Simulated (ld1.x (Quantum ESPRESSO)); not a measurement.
## Configuration tests for rhodium (RRKJ)

Rh (Z = 45), norm-conserving RRKJ (Kleinman–Bylander form), made with ld1.x (Quantum ESPRESSO) 7.5 (PBE, scalar-relativistic). Core [Ar] 3d10, reference 4s2 4p6 4d8 5s0 5p0 (charge +1). Waves: 4p (bound): rc 1.16 bohr; 4d (bound): rc 1.44 bohr; 4s (bound): rc 0.86 bohr. Local part: the s channel. Core correction: Bessel-smoothed model core inside 1.00 bohr.

Energies are relative to the spin-unpolarised reference configuration 4s2 4p6 4d8 5s0 5p0; without spin polarisation the order of configurations can differ from experiment.

```tsv
valence configuration	charge	ΔE all-electron (eV)	error AE − PS (meV)
4s2 4p6 4d8 5s1 5p0	0	-7.460	+87
4s2 4p6 4d7 5s0 5p0	+2	19.511	+1.3
4s2 4p6 4d6 5s0 5p0	+3	52.016	+9.7
4s2 4p6 4d7 5s1 5p0	+1	3.666	+141
4s2 4p6 4d5 5s0 5p0	+4	98.962	+36
```

Question: What are ΔE and the potential's error for 4s2 4p6 4d7 5s2 5p0?

Answer: ΔE = -4.982 eV all-electron; the error (AE − PS) is +220 meV.

Question: What are ΔE and the potential's error for 4s2 4p6 4d9 5s0 5p0?

Answer: ΔE = -8.370 eV all-electron; the error (AE − PS) is +0.1 meV.

Levels in the configuration 4s2 4p6 4d7 5s1 5p0:

| level | all-electron (eV) | pseudo (eV) |
| --- | --- | --- |
| 4s | -94.209 | -94.115 |
| 4p | -61.994 | -61.914 |
| 4d | -16.692 | -16.630 |
| 5s | -12.125 | -12.230 |
